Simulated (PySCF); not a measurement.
C4HCl2F, SMILES C#CC(F)=C(Cl)Cl.

Coordinates come from a PBE0-D3(BJ)/def2-SVP optimisation. This is a generated structure with no PubChem entry under its InChIKey; it may be hypothetical.

Two levels are set side by side: PBE/def2-TZVP (PySCF) and r2SCAN/def2-TZVP (PySCF). Same geometry, gas phase. Differences are taken from unrounded values.

| quantity | r2SCAN |
|---|---|
| orbital gap (eV) | 3.88 |
| highest occupied level (eV) | -6.19 |
| lowest empty level (eV) | -2.31 |
| dipole moment (D) | 1.44 |
| mean polarisability (bohr³) | 75.6 |

Q: What does PBE give, and how far is it from r2SCAN? (The exact figures need the calculation; the answer reports its results.)

A: 
| quantity | PBE | PBE minus r2SCAN |
|---|---|---|
| orbital gap (eV) | 3.57 | -0.30 |
| highest occupied level (eV) | -5.97 | 0.21 |
| lowest empty level (eV) | -2.40 | -0.09 |
| dipole moment (D) | 1.32 | -0.11 |
| mean polarisability (bohr³) | 76.8 | 1.2 |

Rough cost on one machine, each run with all the roots and properties that it gave: r2SCAN against PBE about 3 times.
